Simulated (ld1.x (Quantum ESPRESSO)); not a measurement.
# PBEsol TM dataset for Rb, scalar-relativistic all-electron reference.

Input for ld1.x (Quantum ESPRESSO) 7.5:

```
&input
   title='Rb', zed=37., rel=1, dft='PBESOL', iswitch=3,
   config='[Kr] 4d0 5s0 5p1',
   nld=3, rlderiv=4.55, eminld=-2.0, emaxld=5.0, deld=0.02
 /
 &inputp
   pseudotype=2, tm=.true., lloc=1,
   nlcc=.true.,
   file_pseudopw='Rb.UPF', file_wfcaegen='ae.wfc', file_wfcncgen='nc.wfc', file_beta='beta', file_chi='chi'
 /
3
5S  1  0   0.00   0.00  4.15  4.15  0.0
4D  3  2   0.00   0.00  4.20  4.20  0.0
5P  2  1   1.00   0.00  3.80  3.80  0.0
 &test
   configts(1)='4d0 5s0 5p1'
 /
```

Command:

```bash
ld1.x < Rb.in > Rb.out
```

The program printed (shortened: banner, matrices, multipoles, cross overlaps and the repeated all-electron block are left out):

```
Program LD1 v.7.5
     --------------------------- All-electron run ----------------------------

     Rb
     scalar relativistic calculation

     atomic number is 37.00
     dft =PBESOL   lsd =0 sic =0 latt =0  beta=0.20 tr2=1.0E-14
     Exchange-correlation= PBESOL
                           (   1   4  10   8   0   0   0)
     mesh =1219 r(mesh) = 100.89517 a.u. xmin = -7.00 dx = 0.01250
     1 Ry =  13.60569312 eV, c = 137.03599908

     n l     nl                  e(Ry)          e(Ha)          e(eV)
     1 0     1S 1( 2.00)     -1104.2843      -552.1422    -15024.5537
     2 0     2S 1( 2.00)      -147.6136       -73.8068     -2008.3856
     2 1     2P 1( 6.00)      -130.9016       -65.4508     -1781.0065
     3 0     3S 1( 2.00)       -21.9783       -10.9892      -299.0305
     3 1     3P 1( 6.00)       -16.6202        -8.3101      -226.1290
     4 0     4S 1( 2.00)        -2.4528        -1.2264       -33.3726
     4 1     4P 1( 6.00)        -1.2799        -0.6399       -17.4137
     3 2     3D 1(10.00)        -7.7515        -3.8758      -105.4651
     4 2     4D 1( 0.00)        -0.0437        -0.0218        -0.5946
     5 0     5S 1( 0.00)        -0.2092        -0.1046        -2.8463
     5 1     5P 1( 1.00)        -0.0975        -0.0487        -1.3262

     final scf error:  7.9E-15 reached in  34 iterations

     Etot =   -5958.579114 Ry,   -2979.289557 Ha,  -81070.598870 eV

     Ekin =    6102.034905 Ry,    3051.017453 Ha,   83022.414344 eV
     Encl =  -14360.368865 Ry,   -7180.184433 Ha, -195382.771915 eV
     Eh   =    2497.259190 Ry,    1248.629595 Ha,   33976.942194 eV
     Exc  =    -197.504344 Ry,     -98.752172 Ha,   -2687.183493 eV

     normalization and overlap integrals

     s(1S/1S) =  1.000000  <r> =   0.0403  <r2> =    0.0022  r(max) =   0.0264
     s(2S/2S) =  1.000000  <r> =   0.1779  <r2> =    0.0373  r(max) =   0.1498
     s(2P/2P) =  1.000000  <r> =   0.1552  <r2> =    0.0294  r(max) =   0.1196
     s(3S/3S) =  1.000000  <r> =   0.5110  <r2> =    0.2999  r(max) =   0.4500
     s(3P/3P) =  1.000000  <r> =   0.5191  <r2> =    0.3150  r(max) =   0.4444
     s(4S/4S) =  1.000000  <r> =   1.4538  <r2> =    2.4108  r(max) =   1.2543
     s(4P/4P) =  1.000000  <r> =   1.7172  <r2> =    3.4193  r(max) =   1.4213
     s(3D/3D) =  1.000000  <r> =   0.5255  <r2> =    0.3385  r(max) =   0.3922
     s(4D/4D) =  1.000000  <r> =   6.9614  <r2> =   61.3047  r(max) =   6.2126
     s(5S/5S) =  1.000000  <r> =   5.1961  <r2> =   31.1109  r(max) =   4.2699
     s(5P/5P) =  1.000000  <r> =   7.2948  <r2> =   60.4275  r(max) =   6.3699

     ------------------------ End of All-electron run ------------------------

     --------------------- Generating NC pseudopotential ---------------------

      Generating local pot.: lloc=1, matching radius rcloc =   3.8000

      Computing core charge for nlcc:

       r > 3.77 : true rho core
       r < 3.77 : rho core = a sin(br)/r    a=   0.11  b=   0.75

      Integrated core pseudo-charge :   0.63

      Wfc   5S  rcut= 4.113  Using Troullier-Martins method

      Wfc   4D  rcut= 4.217  Using Troullier-Martins method

     ------------------- End of pseudopotential generation -------------------

     Computing logarithmic derivative in   4.57383
     Computing logarithmic derivative in   4.57383
     Computing the partial wave expansion
     R is outside the sphere for l=    0 j= 0.00
       no projector for channel:   1
     R is outside the sphere for l=    2 j= 0.00

     ---------------------- Testing the pseudopotential ----------------------

     Rb
     scalar relativistic calculation

     atomic number is 37.00   valence charge is  1.00
     dft =PBESOL   lsd =0 sic =0 latt =0  beta=0.20 tr2=1.0E-14
     mesh =1219 r(mesh) = 100.89517 xmin = -7.00 dx = 0.01250

     n l     nl             e AE (Ry)        e PS (Ry)    De AE-PS (Ry)
     3 2     4D   1( 0.00)       -0.04370       -0.04370        0.00000
     1 0     5S   1( 0.00)       -0.20920       -0.20920        0.00000
     2 1     5P   1( 1.00)       -0.09748       -0.09748        0.00000

     eps = 6.7E-16  iter = 11

     Etot =   -5958.579114 Ry,   -2979.289557 Ha,  -81070.598870 eV
     Etotps =    -0.354647 Ry,      -0.177323 Ha,      -4.825212 eV

     Ekin =       0.109783 Ry,       0.054891 Ha,       1.493673 eV
     Encl =      -0.288521 Ry,      -0.144260 Ha,      -3.925527 eV
     Ehrt =       0.123642 Ry,       0.061821 Ha,       1.682237 eV
     Ecxc =      -0.299551 Ry,      -0.149775 Ha,      -4.075596 eV
     (Ecc =      -0.165903 Ry,      -0.082952 Ha,      -2.257232 eV)

     ---------------------- End of pseudopotential test ----------------------
```

Note: ghost state, extra bound levels that the all-electron valence spectrum of the same l lacks: s at -23.4 eV. A true bound ghost makes a file unfit for plane-wave use.

Generation and configuration tests took about 1.6 s on one core of a shared server CPU.

Transferability test of the new file with ld1.x, input:

```
&input
   title='Rb', zed=37., rel=1, dft='PBESOL', iswitch=2,
   config='[Kr] 4d0 5s0 5p1'
 /
 &test
   file_pseudo='Rb.UPF', nconf=5,
   configts(1)='4d0 5s0 5p1',
   configts(2)='4d0 5s1 5p0',
   configts(3)='4d0 5s0.5 5p0',
   configts(4)='4d1 5s0 5p0',
   configts(5)='4d0.5 5s0.5 5p0'
 /
```

```bash
ld1.x < Rb.test.in > Rb.test.out
```

Pseudopotential blocks of its output, shortened (energy terms left out):

```
     ---------------------- Testing the pseudopotential ----------------------

     n l     nl             e AE (Ry)        e PS (Ry)    De AE-PS (Ry)
     3 2     4D   1( 0.00)       -0.04370       -0.04370        0.00000
     1 0     5S   1( 0.00)       -0.20920       -0.20920        0.00000
     2 1     5P   1( 1.00)       -0.09748       -0.09748        0.00000

     eps = 2.8E-15  iter = 11

     Etot =   -5958.579114 Ry,   -2979.289557 Ha,  -81070.598870 eV
     Etotps =    -0.354647 Ry,      -0.177323 Ha,      -4.825213 eV

     ---------------------- End of pseudopotential test ----------------------

          ---------------------- Testing the pseudopotential ----------------------

     n l     nl             e AE (Ry)        e PS (Ry)    De AE-PS (Ry)
     3 2     4D   1( 0.00)        0.00000        0.00000        0.00000
     1 0     5S   1( 1.00)       -0.16333       -0.16343        0.00010
     2 1     5P   1( 0.00)       -0.05418       -0.05428        0.00010

     eps = 9.5E-15  iter = 18

     Etot =   -5958.688803 Ry,   -2979.344401 Ha,  -81072.091264 eV
     Etotps =    -0.464815 Ry,      -0.232408 Ha,      -6.324132 eV
     dEtot_ae =      -0.109689 Ry
     dEtot_ps =      -0.110169 Ry,   Delta E=       0.000480 Ry

     ---------------------- End of pseudopotential test ----------------------

          ---------------------- Testing the pseudopotential ----------------------

     n l     nl             e AE (Ry)        e PS (Ry)    De AE-PS (Ry)
     3 2     4D   1( 0.00)       -0.11708       -0.11763        0.00054
     1 0     5S   1( 0.50)       -0.29712       -0.29813        0.00101
     2 1     5P   1( 0.00)       -0.16081       -0.16117        0.00036

     eps = 8.9E-15  iter =  9

     Etot =   -5958.574056 Ry,   -2979.287028 Ha,  -81070.530057 eV
     Etotps =    -0.349733 Ry,      -0.174866 Ha,      -4.758354 eV
     dEtot_ae =       0.005058 Ry
     dEtot_ps =       0.004914 Ry,   Delta E=       0.000144 Ry

     ---------------------- End of pseudopotential test ----------------------

          ---------------------- Testing the pseudopotential ----------------------

     n l     nl             e AE (Ry)        e PS (Ry)    De AE-PS (Ry)
     3 2     4D   1( 1.00)       -0.04600       -0.04574       -0.00026
     1 0     5S   1( 0.00)       -0.20612       -0.20468       -0.00144
     2 1     5P   1( 0.00)       -0.09682       -0.09596       -0.00086

     eps = 3.0E-15  iter = 15

     Etot =   -5958.526314 Ry,   -2979.263157 Ha,  -81069.880499 eV
     Etotps =    -0.302186 Ry,      -0.151093 Ha,      -4.111447 eV
     dEtot_ae =       0.052799 Ry
     dEtot_ps =       0.052461 Ry,   Delta E=       0.000338 Ry

     ---------------------- End of pseudopotential test ----------------------

          ---------------------- Testing the pseudopotential ----------------------

     n l     nl             e AE (Ry)        e PS (Ry)    De AE-PS (Ry)
     3 2     4D   1( 0.50)       -0.02824       -0.02803       -0.00020
     1 0     5S   1( 0.50)       -0.19137       -0.19156        0.00019
     2 1     5P   1( 0.00)       -0.08109       -0.08082       -0.00027

     eps = 7.4E-15  iter = 17

     Etot =   -5958.606951 Ry,   -2979.303476 Ha,  -81070.977619 eV
     Etotps =    -0.382729 Ry,      -0.191364 Ha,      -5.207290 eV
     dEtot_ae =      -0.027838 Ry
     dEtot_ps =      -0.028082 Ry,   Delta E=       0.000245 Ry

     ---------------------- End of pseudopotential test ----------------------
```
